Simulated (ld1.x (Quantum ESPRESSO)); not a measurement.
**Pb, RRKJ: configuration errors across variants**

- Element: Pb
- Generator: ld1.x (Quantum ESPRESSO) 7.5
- Type: norm-conserving RRKJ (Kleinman–Bylander form)
- Functional: PW91
- Relativity: scalar-relativistic
- Frozen core: [Xe] 4f14 5d10
- Valence charge: 4
- Reference configuration: 6s1.5 6p2.5
- Partial waves: 6s (bound): rc 1.90 bohr; 6p (bound): rc 1.95 bohr
- Local potential: all-electron potential smoothed inside 1.45 bohr (lloc = -1)
- Core correction: none
- rho0: 0.005

All-electron excitation energies from the reference (eV): (1) 6s2 6p2 -4.333; (2) 6s2 6p1 2.297; (3) 6s2 6p0 15.819; (4) 6s0 6p4 13.555; (5) 6s1 6p2 11.855; (6) 6s2 6p1.5 -1.816; (7) 6s2 6p2.3 -5.145.

4 further variants failed, have other tests or another functional or relativity, and are left out.

A true bound ghost makes a file unfit for plane-wave use even where its test errors are small: the radial tests pick states by their node count and pass the ghost by.

Errors AE − PS in meV (a dash: test not solved or not reliable):

```tsv
change	(1)	(2)	(3)	(4)	(5)	(6)	(7)	bound ghosts
base	+11	+38	+127	+143	-6.9	+21	+7.1	s, p, d
local potential all-electron potential smoothed inside 1.36 bohr (lloc = -1)	+11	+38	+127	+149	-4.7	+21	+7.8	s, p, d
core correction a·sin(br)/r model core inside 1.16 bohr	-7.4	-8.0	-78	-80	-46	-3.9	-10.0	s, p, d
local potential the s channel	+10	+34	+123	+133	–	+19	+7.4	none
```

Task: Give the same row for: wave 6p (bound): rc 1.95 bohr becomes 6p (bound): rc 1.90 bohr.

Result: +13, +46, +149, +166, -7.8, +25, +8.4; bound ghosts: s, p, d.
